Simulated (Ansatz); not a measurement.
`[SiH3][AlH][SH]` + CH₃OH → `C[O][AlH][SH]` + SiH₄ at 600 K and 1 bar (cleavage of the Al–Si bond).

Program: Ansatz. Geometries: PBE0-D4/def2-TZVP. ΔE: electronic, gas phase. CBS: MP2 limit from def2 TZ/QZ plus the TZ coupled-cluster correction, frozen cores. This one scheme is used for every species. One conformer a species, not always the lowest.

```tsv
species	CCSD(T)/CBS energy (Eh)	H − E (kJ/mol)	S (J/(mol·K))
`[SiH3][AlH][SH]`	-931.90162	162.7	423.0
CH₃OH	-115.61712	163.6	277.3
`C[O][AlH][SH]`	-756.10453	210.0	430.2
SiH₄	-291.46306	108.7	242.3
```

H − E and S are ideal-gas, rigid-rotor, harmonic terms from PBE0-D4/def2-TZVP, for one conformer and one mirror image of each species. 1 Eh = 2625.50 kJ/mol, R = 8.31446 J/(mol·K).

Question: By hand: ΔE, ΔH, ΔS and ΔG.

Answer: ΔE = (-756.10453) + (-291.46306) − (-931.90162) − (-115.61712) = -0.04885 Eh = -128.3 kJ/mol. Δ(H − E) = 210.0 + 108.7 − 162.7 − 163.6 = -7.6, so ΔH = -135.9 kJ/mol. ΔS = 430.2 + 242.3 − 423.0 − 277.3 = -27.8 J/(mol·K). ΔG = -135.9 − 600 × (-27.8)/1000 = -119.2 kJ/mol.

Question: By hand: the equilibrium constant, and the temperature at which ΔG would vanish if ΔH and ΔS stayed fixed.

Answer: log₁₀ K = −ΔG/(RT ln 10) = 10.4. ΔG = 0 at ΔH/ΔS = 4888 K, far beyond where these terms or the molecules hold.

ΔH outweighs TΔS. A doubt of 5 kJ/mol in ΔE shifts log₁₀ K by 0.4 here. Other conformers and mirror images would add mixing entropy, several J/(mol·K) or more a flexible species. Modes under 60 cm⁻¹, often nearly free rotors, make the harmonic entropy too high. These are equilibria of isolated gas molecules and say nothing of rates. Largest T1 diagnostic: 0.013 (customary marks: 0.02 for closed shells, 0.045 for open ones).
